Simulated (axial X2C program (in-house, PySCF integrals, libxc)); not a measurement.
How the levels of EuCN⁺ (f6 s1 orbitals) move with the bond length

Calculated with an axial X2C code built on PySCF integrals: two-component X2C with atomic mean-field Coulomb and Gaunt terms, basis Eu dyall-v3z, C dyall-v3z, N dyall-v3z (cores contracted in-house). Orbitals come from Hartree–Fock averaged over the configuration Eu f6 s1; CI then distributes these electrons over the f, s shells of Eu.

At Eu–C–N held linear, bonds 2.313 and 1.160 Å (the second held):

```csv
Ω,energy (cm⁻¹),g∥,configuration
1/2,0,2.25,100% f6 s1
3/2,274,6.15,100% f6 s1
5/2,867,9.43,100% f6 s1
1/2,906,3.01,100% f6 s1
3/2,1283,6.20,100% f6 s1
1/2,1600,2.46,100% f6 s1
7/2,1751,12.55,100% f6 s1
5/2,2060,8.43,100% f6 s1
3/2,2139,5.14,100% f6 s1
1/2,2356,2.66,100% f6 s1
7/2,2930,11.32,100% f6 s1
9/2,3016,14.88,100% f6 s1
5/2,3083,8.53,100% f6 s1
3/2,3177,4.39,100% f6 s1
```

g∥ is the magnitude of 2⟨Lz + ge Sz⟩ for the +Ω component. The lowest 14 levels at most are listed.

At Eu–C–N held linear, bonds 2.232 and 1.160 Å (the second held):

```
  Ω  energy (cm⁻¹)     g∥  configuration
1/2              0   2.25     100% f6 s1
3/2            272   6.15     100% f6 s1
5/2            857   9.46     100% f6 s1
1/2            915   3.10     100% f6 s1
3/2           1299   6.21     100% f6 s1
1/2           1593   2.34     100% f6 s1
7/2           1736  12.63     100% f6 s1
5/2           2072   8.36     100% f6 s1
3/2           2136   5.10     100% f6 s1
1/2           2354   2.71     100% f6 s1
7/2           2916  11.26     100% f6 s1
9/2           3031  14.88     100% f6 s1
5/2           3078   8.60     100% f6 s1
3/2           3182   4.39     100% f6 s1
```

The lowest level lies 475 cm⁻¹ above the lowest at the first distance.

How does the gap from the lowest to the fifth level change between the two distances?

From 1283 to 1299 cm⁻¹, a factor of 1.01.

Dynamic correlation is missing, so gaps between terms are too wide and other configurations may lie lower; the lowest level listed is that of this model, not necessarily the ground state. At most 4 roots were kept for each Ω > 0 (twice that for Ω = 0) within 2.2 eV of the lowest, so higher up levels can be missing between those listed; levels with Ω > 0 are doubly degenerate and listed once, Ω = 0 levels singly. The molecule was held linear; bending was not examined.
